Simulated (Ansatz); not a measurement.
A search over several starts for the lowest SCF solution of the cluster Ca2S2⁺ at the given spin, in a small basis.

```yaml
crystal:
  periodic: [false, false, false]
  atoms:
    - {symbol: Ca, position_ang: [1.643827, 0.075652, -0.103753]}
    - {symbol: Ca, position_ang: [-1.643085, -0.076865, 0.114225]}
    - {symbol: S, position_ang: [-0.073685, 1.902584, 0.220147]}
    - {symbol: S, position_ang: [0.072933, -1.901370, -0.230610]}
basis:
  gaussian: {orbitals: def2-SVP}
total_charge: 1
magnetization: {spin_polarized: true, initial_magnetization: 1}
hamiltonian: {xc: pbe0, dispersion: d4}
output: {orbitals: {seedname: orbitals}}
```

```sh
$ ansatz run in.yaml --threads 4 --pin off --events-out ev --progress --plain --max-ram 3916MiB
```

Shortened log:

```
Functional definition: PBE0
864 factors; integrals over basis functions are off by at most 4.0e-4 eV
mean field evaluation 1: about -58509.7313 eV, gradient 3.2e1 eV
mean field evaluation 2: about -58504.6784 eV, gradient 4.1e1 eV
mean field evaluation 4: about -58516.3129 eV, gradient 1.8e0 eV
mean field evaluation 8: about -58516.5504 eV, gradient 1.7e-1 eV
mean field evaluation 16: about -58516.5507 eV, gradient 3.7e-3 eV
mean field evaluation 32: about -58516.5507 eV, gradient 7.5e-6 eV
mean field -58516.55073671 eV, -2150.4435756314 hartree, gradient 7.5e-6 eV, S^2 0.766503; 4 other end points of the search recorded, 0 dependent functions left out
reference -58516.55081453 eV, -2150.4435784911 hartree; 36, 35 occupied and 48, 49 virtual orbitals, 864 factors
Total energy: -58516.68495070 eV, -2150.4485079045 hartree
```

Run time 5 s (4 threads of Arm Neoverse V1 on a shared host).

The structure comes from a short search, and lower isomers may exist.
